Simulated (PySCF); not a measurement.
Species: `CCC[Si@H](F)CCl`. The columns A, B, C and D hold Mulliken, IAO, Hirshfeld and ESP-fitted charges (e) of one PBE0/pcSseg-1 density (PySCF), in a shuffled order. Coordinates in Å (GFN2-xTB); the density's dipole moment is (-0.89, -0.10, 0.04) D.

| atom | x | y | z | A | B | C | D |
| --- | --- | --- | --- | --- | --- | --- | --- |
| C1 | -2.424 | -0.851 | -0.236 | -0.414 | -0.115 | -0.254 | -0.441 |
| C2 | -1.157 | -0.008 | -0.311 | -0.241 | -0.063 | -0.309 | +0.366 |
| C3 | -0.204 | -0.326 | 0.847 | -0.563 | -0.160 | -0.570 | -0.424 |
| Si4 | 1.373 | 0.725 | 0.856 | +1.221 | +0.442 | +1.109 | +0.673 |
| F5 | 0.954 | 2.289 | 0.927 | -0.541 | -0.210 | -0.431 | -0.312 |
| C6 | 2.342 | 0.590 | -0.784 | -0.554 | -0.130 | -0.528 | -0.562 |
| Cl7 | 2.845 | -1.101 | -1.069 | -0.104 | -0.069 | -0.176 | -0.114 |
| H8 | -2.953 | -0.664 | 0.695 | +0.137 | +0.040 | +0.110 | +0.107 |
| H9 | -3.089 | -0.615 | -1.063 | +0.143 | +0.042 | +0.117 | +0.093 |
| H10 | -2.180 | -1.910 | -0.285 | +0.138 | +0.040 | +0.110 | +0.111 |
| H11 | -0.655 | -0.202 | -1.261 | +0.129 | +0.035 | +0.129 | -0.031 |
| H12 | -1.422 | 1.051 | -0.282 | +0.136 | +0.038 | +0.132 | -0.037 |
| H13 | 0.053 | -1.386 | 0.807 | +0.155 | +0.039 | +0.151 | +0.096 |
| H14 | -0.737 | -0.174 | 1.788 | +0.150 | +0.044 | +0.147 | +0.116 |
| H15 | 2.240 | 0.516 | 2.004 | -0.142 | -0.075 | -0.103 | -0.102 |
| H16 | 3.253 | 1.186 | -0.773 | +0.177 | +0.052 | +0.184 | +0.245 |
| H17 | 1.754 | 0.889 | -1.650 | +0.173 | +0.050 | +0.183 | +0.217 |

**Question.** Which column most likely holds the ESP-fitted charges?

**Answer.** D. Σ q r misses the density's dipole by 0.01 D (D), 0.69 D (B), 1.33 D (C), 1.82 D (A). Charges fitted to the outside potential are the only set here that is tied to the molecule's multipoles.

**Question.** And the Hirshfeld charges?

**Answer.** B. The mean sizes are 0.097 e (B), 0.238 e (D), 0.279 e (C), 0.301 e (A), and Hirshfeld charges are commonly the smallest of these schemes.

As computed, A = IAO, B = Hirshfeld, C = Mulliken, D = ESP-fitted. Hydrogens on carbon: IAO +0.13 to +0.18, Hirshfeld +0.04 to +0.05, Mulliken +0.11 to +0.18, ESP-fitted -0.04 to +0.24 e.

The Mulliken scheme gives each basis function's population to the atom it is centred on and halves the overlap population of two atoms between them. The Hirshfeld scheme weights the molecular density at each point by an atom's share of the summed free-atom densities.

The structure is a single GFN2-xTB conformer in the gas phase; no vibrational or solvent corrections.

The run behind these numbers computed NMR shieldings as well. On an Arm Neoverse V1 with one thread, no GPU, shared host with 32 logical CPUs at a one-minute load of 30, this took 39 s of wall time (grids of density and orbitals included) and 0.83 GiB of memory at its peak.

Shape of the structure used: `[CH3:1][CH2:2][CH2:3][Si@H:4]([F:5])[CH2:6][Cl:7]`: C1–C2–C3–Si4 -178°, C2–C3–Si4–F5 58°, C3–Si4–C6–Cl7 -61°.
